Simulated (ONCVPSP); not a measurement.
# Ti (Z = 22), ONCV: configuration errors across variants

ONCVPSP 4.0.1 input, shortened (lines: element, Z, core and valence counts, functional; n l f; lmax; l rc ep ncon nbas qcut; lloc lpopt rc5 dvloc0; l nproj debl; icmod fcfact rcfact), PBE, scalar-relativistic:

```
  Ti 22.00    3    4        4      upf
    1    0    2.00
    2    0    2.00
    2    1    6.00
    3    0    2.00
    3    1    6.00
    3    2    2.50
    4    0    1.50
    2
    0    1.50    0.00    4    7    7.70
    1    1.00    0.00    3    6    8.90
    2    1.65    0.00    4    9   11.60
    4    5    0.70    0.00
    0    2    1.20
    1    1    1.60
    2    2    2.90
    3    5.25    1.75
```

All-electron excitation energies from the reference (eV): (1) 3s2 3p6 3d2 4s2 -0.353; (2) 3s2 3p6 3d2 4s1 6.994; (3) 3s2 3p6 3d2 4s0 20.566; (4) 3s2 3p6 3d2 4s1.5 2.584.

4 further variants failed, have other tests or too few solved ones, and are left out.

Errors AE − PS in meV (a dash: test not solved or not reliable):

```tsv
change	(1)	(2)	(3)	(4)	bound ghosts	GHOST(+) flags above zero
base	+2.6	+1.1	-1.0	+1.9	none	s
d: rc 1.14	+1.8	+0.8	-0.8	+1.3	none	s
d: rc 1.36	+1.9	+0.8	-1.0	+1.4	none	s
d: rc 1.56	+2.3	+0.9	-1.0	+1.7	none	s
```

**Question.** Give the same row for: d: rc 1.74.

**Answer.** +3.1, +1.3, -0.9, +2.2; bound ghosts: none; GHOST(+) flags above zero: s.
